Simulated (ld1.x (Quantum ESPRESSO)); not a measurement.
# carbon: ultrasoft pseudisation with PBE, non-relativistic reference atom.

```json
{
 "Element": "carbon",
 "Generator": "ld1.x (Quantum ESPRESSO) 7.5",
 "Type": "ultrasoft",
 "Functional": "PBE",
 "Relativity": "non-relativistic",
 "Frozen core": "[He]",
 "Valence charge": "4",
 "Reference configuration": "2s2 2p1.5 (charge +0.5)",
 "Partial waves": "2s (bound): rcut 0.85, rcutus 1.10 bohr; 2s channel at -0.95 Ry: rcut 0.85, rcutus 1.10 bohr; 2p (bound): rcut 1.30, rcutus 1.80 bohr; 2p channel at 1.15 Ry: rcut 1.30, rcutus 1.80 bohr",
 "Local potential": "all-electron potential smoothed inside 1.20 bohr (lloc = -1)",
 "Core correction": "a·sin(br)/r model core, default radius (core density twice the valence density)",
 "Augmentation charge": "PSQ, inside the norm-conserving radii"
}
```

- Cutoffs needed: 25 Ry and 35 Ry (the cutoffs (Ry, on a coarse ladder) from which the occupation-weighted sum of valence levels, in a spherical-Bessel basis at the reference potential, stays within 10 and 1 mRy of its value at 400 Ry)
- Ghost test: no extra level below or beside the all-electron valence levels (s, p, d, f tested) (spherical-Bessel basis up to 400 Ry, 20 bohr box)
- Largest excitation error: +96 meV (all-electron minus pseudo) for 2s1 2p0, out of 7 test configurations
- Lowest eigenvalue of the overlap operator: 0.55 (s channel)
- Density cutoff estimated by the generator: 373 Ry
